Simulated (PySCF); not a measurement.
chloroform (CHCl3), singlet, geometry from GFN2-xTB; PBE/6-31G** (PySCF).

The PySCF input:
```python
from pyscf import gto, scf, dft

mol = gto.M(
    atom='''
C    -0.001023    0.007108    0.481001
H    -0.003344    0.023236    1.572333
Cl    0.009258    1.673966   -0.112156
Cl    1.446620   -0.846731   -0.071848
Cl   -1.455321   -0.831110   -0.078251
''',
    basis='6-31g**',
    charge=0,
    spin=0,
    verbose=4,
)

mf = dft.RKS(mol)
mf.xc = 'pbe'
mf.diis = False
mf.max_cycle = 100
mf.kernel()
```

The log (banner, timings and long lists left out):

```
PySCF version 2.14.0

[INPUT] verbose = 4
[INPUT] num. atoms = 5
[INPUT] num. electrons = 58
[INPUT] charge = 0
[INPUT] spin (= nelec alpha-beta = 2S) = 0
[INPUT] symmetry False subgroup None
[INPUT] Mole.unit = angstrom
[INPUT] Symbol           X                Y                Z      unit          X                Y                Z       unit  Magmom
[...]
nuclear repulsion = 263.971152148203
number of shells = 33
number of NR pGTOs = 187
number of NR cGTOs = 73
basis = 6-31g**
ecp = {}

******** <class 'pyscf.dft.rks.RKS'> ********
method = RKS
initial guess = minao
damping factor = 0
level_shift factor = 0
DIIS disabled
SCF conv_tol = 1e-09
SCF conv_tol_grad = None
SCF max_cycles = 100
direct_scf = True
direct_scf_tol = 1e-13
XC library pyscf.dft.libxc version 7.1.2
    S. Lehtola, C. Steigemann, M. J. T. Oliveira, and M. A. L. Marques,  SoftwareX 7, 1–5 (2018)
XC functionals = pbe
    J. P. Perdew, K. Burke, and M. Ernzerhof,  Phys. Rev. Lett. 77, 3865 (1996)
    J. P. Perdew, K. Burke, and M. Ernzerhof,  Phys. Rev. Lett. 78, 1396 (1997)
    J. P. Perdew, K. Burke, and M. Ernzerhof,  Phys. Rev. Lett. 77, 3865 (1996)
    J. P. Perdew, K. Burke, and M. Ernzerhof,  Phys. Rev. Lett. 78, 1396 (1997)
radial grids:
    Treutler-Ahlrichs [JCP 102, 346 (1995); DOI:10.1063/1.469408] (M4) radial grids

becke partition: Becke, JCP 88, 2547 (1988); DOI:10.1063/1.454033
pruning grids: <function nwchem_prune>
grids dens level: 3
symmetrized grids: False
atomic radii adjust function: <function treutler_atomic_radii_adjust>
small_rho_cutoff = 0
Set gradient conv threshold to 3.16228e-05
Initial guess from minao.
tot grids = 80568
init E= -1418.97465919085
[...]
cycle= 1 E= -1418.57684549785  delta_E= 0.398  |g|= 0.385  |ddm|= 2.52
[...]
cycle= 2 E= -1418.44097820392  delta_E= 0.136  |g|= 0.851  |ddm|= 1.15
[...]
cycle= 3 E= -1417.93298627249  delta_E= 0.508  |g|= 1.52  |ddm|= 2.23
[...]
cycle= 4 E= -1414.85285963848  delta_E= 3.08  |g|= 3.91  |ddm|= 4.37
[...]
cycle= 5 E= -1411.06374270882  delta_E= 3.79  |g|= 4.36  |ddm|= 8.73
[...]
cycle= 6 E= -1390.04535618159  delta_E=   21  |g|= 9.99  |ddm|= 13.5
[...]
cycle= 7 E= -1398.80905879709  delta_E= -8.76  |g|= 5.83  |ddm|= 18.2
[...]
cycle= 8 E= -1373.19059658915  delta_E= 25.6  |g|= 12.4  |ddm|= 20.2
[...]
cycle= 9 E= -1397.10910781011  delta_E= -23.9  |g|= 5.98  |ddm|= 20.5
[...]
cycle= 10 E= -1372.06764419341  delta_E=   25  |g|= 12.4  |ddm|= 20.6
[...]
cycle= 11 E= -1397.06655254672  delta_E=  -25  |g|= 5.99  |ddm|= 20.5
[...]
cycle= 12 E= -1372.0107444814  delta_E= 25.1  |g|= 12.4  |ddm|= 20.5
[...]
cycle= 13 E= -1396.92739295185  delta_E= -24.9  |g|= 6.01  |ddm|= 20.5
[...]
cycle= 14 E= -1372.5490303329  delta_E= 24.4  |g|= 12.3  |ddm|= 20.5
[...]
cycle= 15 E= -1395.98889318097  delta_E= -23.4  |g|= 5.99  |ddm|= 20.9
[...]
cycle= 16 E= -1374.29689585716  delta_E= 21.7  |g|=   12  |ddm|= 20.6
[...]
cycle= 17 E= -1395.45682091734  delta_E= -21.2  |g|= 5.91  |ddm|=   21
[...]
cycle= 18 E= -1375.2115169613  delta_E= 20.2  |g|= 11.8  |ddm|= 20.9
[...]
cycle= 19 E= -1395.34618953493  delta_E= -20.1  |g|= 5.87  |ddm|=   21
[...]
cycle= 20 E= -1375.61120460152  delta_E= 19.7  |g|= 11.7  |ddm|= 20.9
[...]
cycle= 21 E= -1395.32179364126  delta_E= -19.7  |g|= 5.85  |ddm|= 20.9
[...]
cycle= 22 E= -1375.77742702632  delta_E= 19.5  |g|= 11.7  |ddm|= 20.9
[...]
cycle= 23 E= -1395.31461954797  delta_E= -19.5  |g|= 5.85  |ddm|= 20.9
[...]
cycle= 24 E= -1375.84719742205  delta_E= 19.5  |g|= 11.7  |ddm|= 20.9
[...]
cycle= 25 E= -1395.3120387777  delta_E= -19.5  |g|= 5.84  |ddm|= 20.9
[...]
cycle= 26 E= -1375.8769180063  delta_E= 19.4  |g|= 11.7  |ddm|= 20.9
[...]
cycle= 27 E= -1395.31101161357  delta_E= -19.4  |g|= 5.84  |ddm|= 20.9
[...]
cycle= 28 E= -1375.88969400067  delta_E= 19.4  |g|= 11.7  |ddm|= 20.9
[...]
cycle= 29 E= -1395.31058333488  delta_E= -19.4  |g|= 5.84  |ddm|= 20.9
[...]
cycle= 30 E= -1375.89521136302  delta_E= 19.4  |g|= 11.7  |ddm|= 20.9
[...]
cycle= 31 E= -1395.31040092704  delta_E= -19.4  |g|= 5.84  |ddm|= 20.9
[...]
cycle= 32 E= -1375.89759921683  delta_E= 19.4  |g|= 11.7  |ddm|= 20.9
[...]
cycle= 33 E= -1395.31032247714  delta_E= -19.4  |g|= 5.84  |ddm|= 20.9
[...]
cycle= 34 E= -1375.89863367073  delta_E= 19.4  |g|= 11.7  |ddm|= 20.9
[...]
cycle= 35 E= -1395.31028858528  delta_E= -19.4  |g|= 5.84  |ddm|= 20.9
[...]
cycle= 36 E= -1375.89908200589  delta_E= 19.4  |g|= 11.7  |ddm|= 20.9
[...]
cycle= 37 E= -1395.31027391232  delta_E= -19.4  |g|= 5.84  |ddm|= 20.9
[...]
cycle= 38 E= -1375.89927634964  delta_E= 19.4  |g|= 11.7  |ddm|= 20.9
[...]
cycle= 39 E= -1395.31026755319  delta_E= -19.4  |g|= 5.84  |ddm|= 20.9
[...]
cycle= 40 E= -1375.89936059747  delta_E= 19.4  |g|= 11.7  |ddm|= 20.9
[...]
cycle= 41 E= -1395.31026479556  delta_E= -19.4  |g|= 5.84  |ddm|= 20.9
[...]
cycle= 42 E= -1375.89939711788  delta_E= 19.4  |g|= 11.7  |ddm|= 20.9
[...]
cycle= 43 E= -1395.31026359921  delta_E= -19.4  |g|= 5.84  |ddm|= 20.9
[...]
cycle= 44 E= -1375.8994129477  delta_E= 19.4  |g|= 11.7  |ddm|= 20.9
[...]
cycle= 45 E= -1395.31026307997  delta_E= -19.4  |g|= 5.84  |ddm|= 20.9
[...]
cycle= 46 E= -1375.89941980822  delta_E= 19.4  |g|= 11.7  |ddm|= 20.9
[...]
cycle= 47 E= -1395.31026285451  delta_E= -19.4  |g|= 5.84  |ddm|= 20.9
[...]
cycle= 48 E= -1375.89942278085  delta_E= 19.4  |g|= 11.7  |ddm|= 20.9
[...]
cycle= 49 E= -1395.31026275652  delta_E= -19.4  |g|= 5.84  |ddm|= 20.9
[...]
cycle= 50 E= -1375.8994240685  delta_E= 19.4  |g|= 11.7  |ddm|= 20.9
[...]
cycle= 51 E= -1395.31026271389  delta_E= -19.4  |g|= 5.84  |ddm|= 20.9
[...]
cycle= 52 E= -1375.89942462597  delta_E= 19.4  |g|= 11.7  |ddm|= 20.9
[...]
cycle= 53 E= -1395.31026269533  delta_E= -19.4  |g|= 5.84  |ddm|= 20.9
[...]
cycle= 54 E= -1375.8994248672  delta_E= 19.4  |g|= 11.7  |ddm|= 20.9
[...]
cycle= 55 E= -1395.31026268722  delta_E= -19.4  |g|= 5.84  |ddm|= 20.9
[...]
cycle= 56 E= -1375.89942497146  delta_E= 19.4  |g|= 11.7  |ddm|= 20.9
[...]
cycle= 57 E= -1395.31026268367  delta_E= -19.4  |g|= 5.84  |ddm|= 20.9
[...]
cycle= 58 E= -1375.89942501645  delta_E= 19.4  |g|= 11.7  |ddm|= 20.9
[...]
cycle= 59 E= -1395.31026268211  delta_E= -19.4  |g|= 5.84  |ddm|= 20.9
[...]
cycle= 60 E= -1375.89942503584  delta_E= 19.4  |g|= 11.7  |ddm|= 20.9
[...]
cycle= 61 E= -1395.31026268142  delta_E= -19.4  |g|= 5.84  |ddm|= 20.9
[...]
cycle= 62 E= -1375.89942504416  delta_E= 19.4  |g|= 11.7  |ddm|= 20.9
[...]
cycle= 63 E= -1395.31026268111  delta_E= -19.4  |g|= 5.84  |ddm|= 20.9
[...]
cycle= 64 E= -1375.89942504773  delta_E= 19.4  |g|= 11.7  |ddm|= 20.9
[...]
cycle= 65 E= -1395.31026268098  delta_E= -19.4  |g|= 5.84  |ddm|= 20.9
[...]
cycle= 66 E= -1375.89942504924  delta_E= 19.4  |g|= 11.7  |ddm|= 20.9
[...]
cycle= 67 E= -1395.31026268091  delta_E= -19.4  |g|= 5.84  |ddm|= 20.9
[...]
cycle= 68 E= -1375.89942504987  delta_E= 19.4  |g|= 11.7  |ddm|= 20.9
[...]
cycle= 69 E= -1395.31026268089  delta_E= -19.4  |g|= 5.84  |ddm|= 20.9
[...]
cycle= 70 E= -1375.89942505013  delta_E= 19.4  |g|= 11.7  |ddm|= 20.9
[...]
cycle= 71 E= -1395.31026268086  delta_E= -19.4  |g|= 5.84  |ddm|= 20.9
[...]
cycle= 72 E= -1375.89942505024  delta_E= 19.4  |g|= 11.7  |ddm|= 20.9
[...]
cycle= 73 E= -1395.31026268086  delta_E= -19.4  |g|= 5.84  |ddm|= 20.9
[...]
cycle= 74 E= -1375.89942505027  delta_E= 19.4  |g|= 11.7  |ddm|= 20.9
[...]
cycle= 75 E= -1395.31026268085  delta_E= -19.4  |g|= 5.84  |ddm|= 20.9
[...]
cycle= 76 E= -1375.89942505028  delta_E= 19.4  |g|= 11.7  |ddm|= 20.9
[...]
cycle= 77 E= -1395.31026268086  delta_E= -19.4  |g|= 5.84  |ddm|= 20.9
[...]
cycle= 78 E= -1375.8994250503  delta_E= 19.4  |g|= 11.7  |ddm|= 20.9
[...]
cycle= 79 E= -1395.31026268086  delta_E= -19.4  |g|= 5.84  |ddm|= 20.9
[...]
cycle= 80 E= -1375.8994250503  delta_E= 19.4  |g|= 11.7  |ddm|= 20.9
[...]
cycle= 81 E= -1395.31026268086  delta_E= -19.4  |g|= 5.84  |ddm|= 20.9
[...]
cycle= 82 E= -1375.8994250503  delta_E= 19.4  |g|= 11.7  |ddm|= 20.9
[...]
cycle= 83 E= -1395.31026268086  delta_E= -19.4  |g|= 5.84  |ddm|= 20.9
[...]
cycle= 84 E= -1375.89942505031  delta_E= 19.4  |g|= 11.7  |ddm|= 20.9
[...]
cycle= 85 E= -1395.31026268086  delta_E= -19.4  |g|= 5.84  |ddm|= 20.9
[...]
cycle= 86 E= -1375.8994250503  delta_E= 19.4  |g|= 11.7  |ddm|= 20.9
[...]
cycle= 87 E= -1395.31026268085  delta_E= -19.4  |g|= 5.84  |ddm|= 20.9
[...]
cycle= 88 E= -1375.8994250503  delta_E= 19.4  |g|= 11.7  |ddm|= 20.9
[...]
cycle= 89 E= -1395.31026268085  delta_E= -19.4  |g|= 5.84  |ddm|= 20.9
[...]
cycle= 90 E= -1375.89942505029  delta_E= 19.4  |g|= 11.7  |ddm|= 20.9
[...]
cycle= 91 E= -1395.31026268086  delta_E= -19.4  |g|= 5.84  |ddm|= 20.9
[...]
cycle= 92 E= -1375.89942505029  delta_E= 19.4  |g|= 11.7  |ddm|= 20.9
[...]
cycle= 93 E= -1395.31026268087  delta_E= -19.4  |g|= 5.84  |ddm|= 20.9
[...]
cycle= 94 E= -1375.8994250503  delta_E= 19.4  |g|= 11.7  |ddm|= 20.9
[...]
cycle= 95 E= -1395.31026268086  delta_E= -19.4  |g|= 5.84  |ddm|= 20.9
[...]
cycle= 96 E= -1375.8994250503  delta_E= 19.4  |g|= 11.7  |ddm|= 20.9
[...]
cycle= 97 E= -1395.31026268086  delta_E= -19.4  |g|= 5.84  |ddm|= 20.9
[...]
cycle= 98 E= -1375.89942505029  delta_E= 19.4  |g|= 11.7  |ddm|= 20.9
[...]
cycle= 99 E= -1395.31026268086  delta_E= -19.4  |g|= 5.84  |ddm|= 20.9
[...]
cycle= 100 E= -1375.8994250503  delta_E= 19.4  |g|= 11.7  |ddm|= 20.9
SCF not converged.
SCF energy = -1375.8994250503
```

The run did not converge; its last values are not results.
